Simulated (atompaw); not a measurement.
**Ranking PAW (atompaw) potentials for Dy**

All share these settings but for the change named:

| Property | Result |
| --- | --- |
| Element | Dy |
| Generator | atompaw 4.2.0.5 |
| Type | PAW |
| Functional | PBE |
| Relativity | scalar-relativistic |
| Frozen core | [Kr] 4d10 |
| Valence charge | 20 |
| Reference configuration | 4f10 5s2 5p6 5d0 6s2 6p0 |
| Partial waves | 5s (bound): rc 1.90 bohr; 6s (bound): rc 2.05 bohr; 5p (bound): rc 2.70 bohr; 6p (bound, empty): rc 3.00 bohr; 5d (bound, empty): rc 3.00 bohr; 5d channel at 4.4 Ry: rc 3.00 bohr; 4f (bound): rc 1.50 bohr; 4f channel at 2.45 Ry: rc 1.50 bohr |
| Local potential | bessel scheme, radius 2.40 bohr |
| Core correction | smooth core density matched at 2.95 bohr |
| Augmentation charge | sinc compensation charge, radius 2.35 bohr; PAW radius 3.00 bohr; waves and projectors: custom polynom gramschmidtortho |

Cutoff: the first of the cutoffs (Ry, on a coarse ladder) from which the occupation-weighted sum of valence levels, in a spherical-Bessel basis at the reference potential, stays within 10 and 1 mRy of its value at 400 Ry; the density cutoff is not measured.

The base gives 90 Ry.

Of 6 variants that were run, those that failed, showed a ghost or another fault, or gave nearly equal values are left out.

A variant can come out equal or close to the base.

**Question.** Rank these variants from softest to hardest (loose cutoff).
A. all radii scaled by about 1.19 (s 2.26, p 3.20, d 3.56, f 1.78 bohr); local potential bessel scheme, radius 2.86 bohr; augmentation sinc compensation charge, radius 2.80 bohr; PAW radius 3.56 bohr; waves and projectors: custom polynom gramschmidtortho; core correction smooth core density matched at 3.50 bohr
B. all radii scaled by about 0.75 (s 1.42, p 2.02, d 2.24, f 1.12 bohr); local potential bessel scheme, radius 1.80 bohr; augmentation sinc compensation charge, radius 1.76 bohr; PAW radius 2.24 bohr; waves and projectors: custom polynom gramschmidtortho; core correction smooth core density matched at 2.20 bohr
C. all radii scaled by about 1.07 (s 2.02, p 2.88, d 3.20, f 1.60 bohr); local potential bessel scheme, radius 2.56 bohr; augmentation sinc compensation charge, radius 2.50 bohr; PAW radius 3.20 bohr; waves and projectors: custom polynom gramschmidtortho; core correction smooth core density matched at 3.16 bohr
D. all radii scaled by about 1.29 (s 2.44, p 3.48, d 3.86, f 1.94 bohr); local potential bessel scheme, radius 3.10 bohr; augmentation sinc compensation charge, radius 3.02 bohr; PAW radius 3.86 bohr; waves and projectors: custom polynom gramschmidtortho; core correction smooth core density matched at 3.80 bohr
E. all radii scaled by about 0.89 (s 1.70, p 2.40, d 2.68, f 1.34 bohr); local potential bessel scheme, radius 2.14 bohr; augmentation sinc compensation charge, radius 2.10 bohr; PAW radius 2.68 bohr; waves and projectors: custom polynom gramschmidtortho; core correction smooth core density matched at 2.62 bohr

**Answer.** D (45 Ry), A (60 Ry), C (80 Ry), E (110 Ry), B (160 Ry).
